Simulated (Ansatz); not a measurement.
Ansatz (a program for electronic structure) input (B3LYP/6-31G*):

Ansatz 0.2 input:
```yaml
crystal:
  periodic: [false, false, false]
  atoms:
    - {symbol: C, position_ang: [1.50492706, -0.60466710, -0.07475432]}
    - {symbol: C, position_ang: [1.44770015, 0.91750541, 0.24036628]}
    - {symbol: C, position_ang: [-0.06470589, 0.62140119, 0.42475711]}
    - {symbol: C, position_ang: [0.12960980, -0.71401574, 0.12316742]}
    - {symbol: C, position_ang: [-1.31589384, -0.96191009, -0.30454618]}
    - {symbol: C, position_ang: [-1.48805331, 0.61285143, -0.15318532]}
    - {symbol: H, position_ang: [2.28835060, -1.23843322, -0.46748317]}
    - {symbol: H, position_ang: [1.68142096, 1.54341397, -0.62461506]}
    - {symbol: H, position_ang: [1.99299505, 1.29271556, 1.10854041]}
    - {symbol: H, position_ang: [-1.45236276, -1.34466810, -1.31581685]}
    - {symbol: H, position_ang: [-1.91659155, -1.55342644, 0.38585634]}
    - {symbol: H, position_ang: [-1.58364837, 1.11280011, -1.12019523]}
    - {symbol: H, position_ang: [-2.29166764, 0.96060734, 0.49888356]}
basis:
  gaussian:
    orbitals: 6-31G*
hamiltonian:
  xc: {name: B3LYP}
magnetization: {spin_polarized: true, initial_magnetization: 1}
relax: {f_tol: 0.003, max_steps: 120}
```

Output:

```
Functional definition: B3LYP
integrals: 0.06 GiB planned
1233 factors; integrals over basis functions are off by at most 3.3e-4 eV
mean field: 0.69 GiB planned
mean field evaluation 1: about -6324.3506 eV, gradient 3.6e1 eV
mean field evaluation 2: about -6322.1421 eV, gradient 4.2e1 eV
mean field evaluation 4: about -6330.9554 eV, gradient 3.1e0 eV
mean field evaluation 8: about -6331.0263 eV, gradient 1.6e-1 eV
mean field evaluation 16: about -6331.0267 eV, gradient 1.8e-4 eV
mean field -6331.02674908 eV, -232.6609417045 hartree, gradient 1.3e-5 eV, S^2 0.784360; 0 other end points of the search recorded, 0 dependent functions left out
the calculation of the forces begins
reference -6331.02695539 eV, -232.6609492864 hartree; 22, 21 occupied and 82, 83 virtual orbitals, 1233 factors
relax step   1: F+E_penalty+E_count = -6331.02674908 eV  Δ(F+E_penalty+E_count) = +0.000e0 eV  max|allowed force component| = 1.588e-1 eV/Å  Δτ_max = 0.0000 Å  (35 SCF iters, accepted)
these checks for a lower state are left out or cut short: starts, cluster_reference, orbital_swaps, neighbouring_geometries, increment
integrals: 0.06 GiB planned
1233 factors; integrals over basis functions are off by at most 3.4e-4 eV
mean field: 0.69 GiB planned
mean field -6331.03110477 eV, -232.6611017731 hartree, gradient 2.2e-5 eV, S^2 0.784777; 0 other end points of the search recorded, 0 dependent functions left out
the calculation of the forces begins
reference -6331.03131154 eV, -232.6611093720 hartree; 22, 21 occupied and 82, 83 virtual orbitals, 1233 factors
relax step   2: F+E_penalty+E_count = -6331.03110477 eV  Δ(F+E_penalty+E_count) = -4.356e-3 eV  max|allowed force component| = 6.270e-2 eV/Å  Δτ_max = 0.0100 Å  (30 SCF iters, accepted)
these checks for a lower state are left out or cut short: starts, cluster_reference, orbital_swaps, neighbouring_geometries, increment
integrals: 0.06 GiB planned
1233 factors; integrals over basis functions are off by at most 3.4e-4 eV
mean field: 0.69 GiB planned
mean field evaluation 32: about -6331.0317 eV, gradient 3.3e-4 eV
mean field -6331.03166061 eV, -232.6611221999 hartree, gradient 2.4e-5 eV, S^2 0.784922; 0 other end points of the search recorded, 0 dependent functions left out
the calculation of the forces begins
reference -6331.03186759 eV, -232.6611298064 hartree; 22, 21 occupied and 82, 83 virtual orbitals, 1233 factors
relax step   3: F+E_penalty+E_count = -6331.03166061 eV  Δ(F+E_penalty+E_count) = -5.558e-4 eV  max|allowed force component| = 1.513e-2 eV/Å  Δτ_max = 0.0060 Å  (31 SCF iters, accepted)
these checks for a lower state are left out or cut short: starts, cluster_reference, orbital_swaps, neighbouring_geometries, increment
integrals: 0.06 GiB planned
1233 factors; integrals over basis functions are off by at most 3.4e-4 eV
mean field: 0.69 GiB planned
mean field -6331.03081084 eV, -232.6610909716 hartree, gradient 1.4e-5 eV, S^2 0.783871; 0 other end points of the search recorded, 0 dependent functions left out
the calculation of the forces begins
reference -6331.03101798 eV, -232.6610985837 hartree; 22, 21 occupied and 82, 83 virtual orbitals, 1233 factors
relax step   4: F+E_penalty+E_count = -6331.03081084 eV  Δ(F+E_penalty+E_count) = +8.498e-4 eV  max|allowed force component| = 1.803e-1 eV/Å  Δτ_max = 0.0264 Å  (34 SCF iters, rejected (line search))
these checks for a lower state are left out or cut short: starts, cluster_reference, orbital_swaps, neighbouring_geometries, increment
integrals: 0.06 GiB planned
1233 factors; integrals over basis functions are off by at most 3.4e-4 eV
mean field: 0.69 GiB planned
mean field -6331.03191068 eV, -232.6611313900 hartree, gradient 1.8e-5 eV, S^2 0.784621; 0 other end points of the search recorded, 0 dependent functions left out
the calculation of the forces begins
reference -6331.03211775 eV, -232.6611389997 hartree; 22, 21 occupied and 82, 83 virtual orbitals, 1233 factors
relax step   5: F+E_penalty+E_count = -6331.03191068 eV  Δ(F+E_penalty+E_count) = -2.501e-4 eV  max|allowed force component| = 3.614e-2 eV/Å  Δτ_max = 0.0131 Å  (31 SCF iters, accepted)
these checks for a lower state are left out or cut short: starts, cluster_reference, orbital_swaps, neighbouring_geometries, increment
integrals: 0.06 GiB planned
1233 factors; integrals over basis functions are off by at most 3.4e-4 eV
mean field: 0.69 GiB planned
mean field -6331.03206961 eV, -232.6611372305 hartree, gradient 1.2e-5 eV, S^2 0.784201; 0 other end points of the search recorded, 0 dependent functions left out
the calculation of the forces begins
reference -6331.03227678 eV, -232.6611448437 hartree; 22, 21 occupied and 82, 83 virtual orbitals, 1233 factors
relax step   6: F+E_penalty+E_count = -6331.03206961 eV  Δ(F+E_penalty+E_count) = -1.589e-4 eV  max|allowed force component| = 3.449e-2 eV/Å  Δτ_max = 0.0149 Å  (37 SCF iters, accepted)
these checks for a lower state are left out or cut short: starts, cluster_reference, orbital_swaps, neighbouring_geometries, increment
integrals: 0.06 GiB planned
1233 factors; integrals over basis functions are off by at most 3.4e-4 eV
mean field: 0.69 GiB planned
mean field -6331.03215736 eV, -232.6611404554 hartree, gradient 1.7e-5 eV, S^2 0.784062; 0 other end points of the search recorded, 0 dependent functions left out
the calculation of the forces begins
reference -6331.03236467 eV, -232.6611480737 hartree; 22, 21 occupied and 82, 83 virtual orbitals, 1233 factors
relax step   7: F+E_penalty+E_count = -6331.03215736 eV  Δ(F+E_penalty+E_count) = -8.775e-5 eV  max|allowed force component| = 2.110e-2 eV/Å  Δτ_max = 0.0154 Å  (30 SCF iters, accepted)
these checks for a lower state are left out or cut short: starts, cluster_reference, orbital_swaps, neighbouring_geometries, increment
integrals: 0.06 GiB planned
1233 factors; integrals over basis functions are off by at most 3.4e-4 eV
mean field: 0.69 GiB planned
mean field evaluation 64: about -6331.0322 eV, gradient 8.4e-5 eV
mean field -6331.03219105 eV, -232.6611416933 hartree, gradient 8.4e-5 eV, S^2 0.784060; 0 other end points of the search recorded, 0 dependent functions left out
the calculation of the forces begins
reference -6331.03239837 eV, -232.6611493124 hartree; 22, 21 occupied and 82, 83 virtual orbitals, 1233 factors
relax step   8: F+E_penalty+E_count = -6331.03219105 eV  Δ(F+E_penalty+E_count) = -3.368e-5 eV  max|allowed force component| = 7.423e-3 eV/Å  Δτ_max = 0.0031 Å  (25 SCF iters, accepted)
these checks for a lower state are left out or cut short: starts, cluster_reference, orbital_swaps, neighbouring_geometries, increment
integrals: 0.06 GiB planned
1233 factors; integrals over basis functions are off by at most 3.4e-4 eV
mean field: 0.69 GiB planned
mean field -6331.03220327 eV, -232.6611421424 hartree, gradient 4.3e-5 eV, S^2 0.784086; 0 other end points of the search recorded, 0 dependent functions left out
the calculation of the forces begins
reference -6331.03241059 eV, -232.6611497615 hartree; 22, 21 occupied and 82, 83 virtual orbitals, 1233 factors
relax step   9: F+E_penalty+E_count = -6331.03220327 eV  Δ(F+E_penalty+E_count) = -1.222e-5 eV  max|allowed force component| = 3.105e-3 eV/Å  Δτ_max = 0.0022 Å  (24 SCF iters, accepted)
these checks for a lower state are left out or cut short: starts, cluster_reference, orbital_swaps, neighbouring_geometries, increment
integrals: 0.06 GiB planned
1233 factors; integrals over basis functions are off by at most 3.4e-4 eV
mean field: 0.69 GiB planned
mean field -6331.03220496 eV, -232.6611422044 hartree, gradient 2.7e-5 eV, S^2 0.784085; 0 other end points of the search recorded, 0 dependent functions left out
the calculation of the forces begins
reference -6331.03241229 eV, -232.6611498238 hartree; 22, 21 occupied and 82, 83 virtual orbitals, 1233 factors
relax step  10: F+E_penalty+E_count = -6331.03220496 eV  Δ(F+E_penalty+E_count) = -1.689e-6 eV  max|allowed force component| = 1.847e-3 eV/Å  Δτ_max = 0.0009 Å  (24 SCF iters, accepted)
integrals: 0.06 GiB planned
1233 factors; integrals over basis functions are off by at most 3.4e-4 eV
mean field: 0.69 GiB planned
mean field -6331.03220496 eV, -232.6611422044 hartree, gradient 2.7e-5 eV, S^2 0.784085; 1 other end points of the search recorded, 0 dependent functions left out
the calculation of the forces begins
reference -6331.03241229 eV, -232.6611498238 hartree; 22, 21 occupied and 82, 83 virtual orbitals, 1233 factors
Total energy: -6331.03241229 eV, -232.6611498238 hartree
Atom 0 at     1.518755    -0.608438    -0.067581 Å, force    -0.000567    -0.000272     0.000733 eV/Å
Atom 1 at     1.457068     0.918844     0.233666 Å, force    -0.001505    -0.000929    -0.000158 eV/Å
Atom 2 at    -0.060056     0.624065     0.392541 Å, force     0.000387     0.001598     0.001167 eV/Å
Atom 3 at     0.131896    -0.711703     0.094962 Å, force     0.001553    -0.001847    -0.001067 eV/Å
Atom 4 at    -1.322537    -0.961061    -0.312667 Å, force     0.000539     0.000859     0.000733 eV/Å
Atom 5 at    -1.499462     0.615613    -0.149522 Å, force    -0.000663     0.000299    -0.000737 eV/Å
Atom 6 at     2.319490    -1.253069    -0.418302 Å, force     0.000102     0.000127    -0.000070 eV/Å
Atom 7 at     1.713416     1.543209    -0.631983 Å, force     0.000304     0.000188    -0.000404 eV/Å
Atom 8 at     1.991907     1.302419     1.111724 Å, force    -0.000068    -0.000031    -0.000071 eV/Å
Atom 9 at    -1.477011    -1.338572    -1.328900 Å, force     0.000220     0.000010    -0.000160 eV/Å
Atom 10 at    -1.915887    -1.565053     0.381684 Å, force    -0.000031     0.000335    -0.000257 eV/Å
Atom 11 at    -1.632906     1.123018    -1.113521 Å, force    -0.000510    -0.000221     0.000176 eV/Å
Atom 12 at    -2.292591     0.954902     0.528874 Å, force     0.000239    -0.000116     0.000114 eV/Å
Dipole moment:    -0.080514     0.008821    -0.163410 e Å
```

The geometry given is a B3LYP-D3(BJ)/def2-TZVP minimum.
